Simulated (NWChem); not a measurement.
System: CH$_{7}$FSi$_{2}$; SMILES C[SiH2][SiH2]F

The following NWChem deck was run.

```
start job
memory heap 200 mb stack 900 mb global 1100 mb
geometry units angstroms noautoz
  Si     0.387365     1.226513    -0.266825
  F     -0.897304     1.940093     0.430601
  Si     0.490234    -1.054632     0.283132
  C     -1.011882    -2.046566    -0.310241
  H      0.266369     1.412480    -1.742051
  H      1.615589     1.936342     0.191831
  H      1.735653    -1.578924    -0.355212
  H      0.655973    -1.203511     1.758158
  H     -1.126798    -1.979532    -1.397536
  H     -1.934230    -1.677491     0.150918
  H     -0.901788    -3.104204    -0.046445
end
basis spherical
  * library 6-31g*
end
dft
  xc r2scan
  iterations 150
  vectors input atomic output neutral.movecs
end
task dft energy
charge 1
dft
  odft
  mult 2
  vectors input atomic output cation.movecs
end
task dft energy
```

Output (shortened):

```
             Northwest Computational Chemistry Package (NWChem) 7.3.0
             --------------------------------------------------------

 C1  symmetry detected

                             Geometry "geometry" -> ""
                             -------------------------

 Output coordinates in angstroms (scale by  1.889725989 to convert to a.u.)

  No.       Tag          Charge          X              Y              Z
 ---- ---------------- ---------- -------------- -------------- --------------
    1 Si                  14.0000     0.42886303     1.19047484    -0.30109333
    2 F                    9.0000    -0.86701906     1.92415327     0.35341371
    3 Si                  14.0000     0.51131202    -1.07800564     0.30211119
    4 C                    6.0000    -0.98222827    -2.07780338    -0.29965201
    5 H                    1.0000     0.33896422     1.34347696    -1.78231717
    6 H                    1.0000     1.65021684     1.90616076     0.16671570
    7 H                    1.0000     1.76749238    -1.62097209    -0.29841525
    8 H                    1.0000     0.64609593    -1.19409149     1.78322342
    9 H                    1.0000    -1.07449795    -2.03495676    -1.39032159
   10 H                    1.0000    -1.91238426    -1.69515523     0.13393772
   11 H                    1.0000    -0.88179673    -3.12959005    -0.00988409

 Effective nuclear repulsion energy (a.u.)     217.4027398102

                                 NWChem DFT Module
                                 -----------------

 Summary of "ao basis" -> "ao basis" (spherical)
 ------------------------------------------------------------------------------
       Tag                 Description            Shells   Functions and Types
 ---------------- ------------------------------  ------  ---------------------
 Si                          6-31g*                  8       18   4s3p1d
 F                           6-31g*                  6       14   3s2p1d
 C                           6-31g*                  6       14   3s2p1d
 H                           6-31g*                  2        2   2s

            General Information
            -------------------
          SCF calculation type: DFT
          Wavefunction type:  closed shell.
          No. of atoms     :    11
          No. of electrons :    50
           Alpha electrons :    25
            Beta electrons :    25
          Charge           :     0
          Spin multiplicity:     1
          Use of symmetry is: off; symmetry adaption is: off
          Maximum number of iterations: 150
          AO basis - number of functions:    78
                     number of shells:    42
          Convergence on energy requested:  1.00D-06
          Convergence on density requested:  1.00D-05
          Convergence on gradient requested:  5.00D-04

              XC Information
              --------------
                      r^2SCAN Method XC Functional
               r^2SCAN metaGGA Exchange Functional  1.000
                     r^2SCAN Correlation Potential  1.000

             Grid Information
             ----------------
          Grid used for XC integration:  medium
          Radial quadrature: Mura-Knowles
          Angular quadrature: Lebedev.
          Tag              B.-S. Rad. Rad. Pts. Rad. Cut. Ang. Pts.
          ---              ---------- --------- --------- ---------
          Si                  1.10       88          11.0       590
          F                   0.50       49          12.0       434
          C                   0.70       49          11.0       434
          H                   0.35       45          12.0       434
          Grid pruning is: on
          Number of quadrature shells:   589
          Spatial weights used:  Erf1

      Superposition of Atomic Density Guess
      -------------------------------------

 Sum of atomic energies:        -718.15482899

      Non-variational initial energy
      ------------------------------

 Total energy =    -719.524817
 1-e energy   =   -1426.879863
 2-e energy   =     489.952306
 HOMO         =      -0.305662
 LUMO         =       0.020014

   convergence    iter        energy       DeltaE   RMS-Dens  Diis-err
 ---------------- ----- ----------------- --------- --------- ---------
 d= 0,ls=0.0,diis     1   -720.9706938372 -9.38D+02  1.73D-02  4.97D-01
 d= 0,ls=0.0,diis     2   -720.9036203712  6.71D-02  1.04D-02  1.36D+00
 d= 0,ls=0.0,diis     3   -721.0279231643 -1.24D-01  1.40D-03  2.04D-02
 d= 0,ls=0.0,diis     4   -721.0293141035 -1.39D-03  6.09D-04  1.87D-03
 d= 0,ls=0.0,diis     5   -721.0295980102 -2.84D-04  1.43D-04  1.87D-04
  Resetting Diis
 d= 0,ls=0.0,diis     6   -721.0296230949 -2.51D-05  4.21D-05  1.19D-05
 d= 0,ls=0.0,diis     7   -721.0296248139 -1.72D-06  1.76D-05  4.17D-07
 d= 0,ls=0.0,diis     8   -721.0296248010  1.30D-08  9.00D-06  5.86D-07

         Total DFT energy =     -721.029624800955
      One electron energy =    -1430.575499220198
           Coulomb energy =      552.426352355161
    Exchange-Corr. energy =      -60.283217746168
 Nuclear repulsion energy =      217.402739810249

 Numeric. integr. density =       49.999974726898

                       DFT Final Molecular Orbital Analysis
                       ------------------------------------

 Vector   23  Occ=2.000000D+00  E=-3.113422D-01
              MO Center=  4.1D-01, -6.5D-01, -1.6D-01, r^2= 4.8D+00
   Bfn.  Coefficient  Atom+Function         Bfn.  Coefficient  Atom+Function
  ----- ------------  ---------------      ----- ------------  ---------------
    39      0.308395   3 Si px               70      0.247845   7 H  s
    53     -0.240694   4 C  px               69      0.209539   7 H  s
    66     -0.179488   5 H  s                23     -0.157198   2 F  pz
    68      0.144476   6 H  s                 9      0.136877   1 Si pz
    57     -0.132173   4 C  px               35     -0.130451   3 Si px

 Vector   24  Occ=2.000000D+00  E=-2.989469D-01
              MO Center=  1.4D-01, -2.0D-01, -1.0D-01, r^2= 5.4D+00
   Bfn.  Coefficient  Atom+Function         Bfn.  Coefficient  Atom+Function
  ----- ------------  ---------------      ----- ------------  ---------------
    53      0.233714   4 C  px               66     -0.227953   5 H  s
    68      0.224528   6 H  s                39     -0.209763   3 Si px
    72     -0.178404   8 H  s                 9      0.177209   1 Si pz
    41     -0.172613   3 Si pz               23     -0.163073   2 F  pz
    65     -0.159446   5 H  s                67      0.158236   6 H  s

 Vector   25  Occ=2.000000D+00  E=-2.587912D-01
              MO Center=  3.6D-01,  1.0D-01, -1.9D-02, r^2= 3.7D+00
   Bfn.  Coefficient  Atom+Function         Bfn.  Coefficient  Atom+Function
  ----- ------------  ---------------      ----- ------------  ---------------
    40     -0.386169   3 Si py                8      0.352909   1 Si py
    22     -0.217792   2 F  py               26     -0.169370   2 F  py
    68      0.160434   6 H  s                66      0.152378   5 H  s
    36      0.150583   3 Si py                6     -0.137139   1 Si s
    70      0.137752   7 H  s                 4     -0.134885   1 Si py

 Vector   26  Occ=0.000000D+00  E=-2.275547D-02
              MO Center=  3.8D-01,  5.1D-01, -9.4D-02, r^2= 4.4D+00
   Bfn.  Coefficient  Atom+Function         Bfn.  Coefficient  Atom+Function
  ----- ------------  ---------------      ----- ------------  ---------------
    11      0.525784   1 Si px               42     -0.450443   3 Si s
    43      0.416628   3 Si px               56      0.413815   4 C  s
    70     -0.372534   7 H  s                12     -0.352938   1 Si py
    24      0.353678   2 F  s                 7      0.319533   1 Si px
    68     -0.237033   6 H  s                72      0.221261   8 H  s

 Vector   27  Occ=0.000000D+00  E= 6.318860D-03
              MO Center=  5.0D-01, -3.7D-01,  1.1D-02, r^2= 4.8D+00
   Bfn.  Coefficient  Atom+Function         Bfn.  Coefficient  Atom+Function
  ----- ------------  ---------------      ----- ------------  ---------------
    56      0.765831   4 C  s                44      0.609522   3 Si py
    72     -0.556716   8 H  s                45      0.543491   3 Si pz
    43      0.482261   3 Si px               66      0.482218   5 H  s
    10     -0.379921   1 Si s                12      0.340329   1 Si py
    68     -0.308799   6 H  s                13      0.297322   1 Si pz

 Vector   28  Occ=0.000000D+00  E= 3.762117D-02
              MO Center=  5.6D-01, -2.7D-01,  1.0D-01, r^2= 5.9D+00
   Bfn.  Coefficient  Atom+Function         Bfn.  Coefficient  Atom+Function
  ----- ------------  ---------------      ----- ------------  ---------------
    10      1.385991   1 Si s                44     -1.252074   3 Si py
    42     -1.187691   3 Si s                12     -1.019996   1 Si py
    45      0.432192   3 Si pz                6      0.384351   1 Si s
    13      0.385965   1 Si pz               43      0.381107   3 Si px
    40     -0.309722   3 Si py                8     -0.297611   1 Si py

     Multipole analysis of the density
     ---------------------------------

     L   x y z        total         alpha         beta         nuclear
     -   - - -        -----         -----         ----         -------
     0   0 0 0     -0.000000    -25.000000    -25.000000     50.000000

     1   1 0 0      0.088351      0.044175      0.044175      0.000000
     1   0 1 0     -0.508354     -0.254177     -0.254177     -0.000000
     1   0 0 1     -0.251439     -0.125720     -0.125720     -0.000000

     2   2 0 0    -30.589504    -70.214379    -70.214379    109.839253
     2   1 1 0      2.100085     -7.545753     -7.545753     17.191590
     2   1 0 1      0.115419     -1.558521     -1.558521      3.232461
     2   0 2 0    -30.964500   -232.667566   -232.667566    434.370632
     2   0 1 1     -0.210339      1.342874      1.342874     -2.896088
     2   0 0 2    -30.289737    -37.703770    -37.703770     45.117803

                                 NWChem DFT Module
                                 -----------------

            General Information
            -------------------
          SCF calculation type: DFT
          Wavefunction type:  spin polarized.
          No. of atoms     :    11
          No. of electrons :    49
           Alpha electrons :    25
            Beta electrons :    24
          Charge           :     1
          Spin multiplicity:     2
          Use of symmetry is: off; symmetry adaption is: off
          Maximum number of iterations: 150
          AO basis - number of functions:    78
                     number of shells:    42
          Convergence on energy requested:  1.00D-06
          Convergence on density requested:  1.00D-05
          Convergence on gradient requested:  5.00D-04

              XC Information
              --------------
                      r^2SCAN Method XC Functional
               r^2SCAN metaGGA Exchange Functional  1.000
                     r^2SCAN Correlation Potential  1.000

             Grid Information
             ----------------
          Grid used for XC integration:  medium
          Radial quadrature: Mura-Knowles
          Angular quadrature: Lebedev.
          Tag              B.-S. Rad. Rad. Pts. Rad. Cut. Ang. Pts.
          ---              ---------- --------- --------- ---------
          Si                  1.10       88          11.0       590
          F                   0.50       49          12.0       434
          C                   0.70       49          11.0       434
          H                   0.35       45          12.0       434
          Grid pruning is: on
          Number of quadrature shells:   589
          Spatial weights used:  Erf1

      Superposition of Atomic Density Guess
      -------------------------------------

 Sum of atomic energies:        -718.15482899

 Renormalizing density from      50.00 to     49

      Non-variational initial energy
      ------------------------------

 Total energy =    -710.389333
 1-e energy   =   -1398.342266
 2-e energy   =     470.550194
 HOMO         =      -0.580638
 LUMO         =      -0.234060

[...]
```

Level: r2SCAN/6-31G* (spherical d), vertical spin-unrestricted ions. Coordinates come from a B3LYP/6-31G* (spherical d) optimisation.
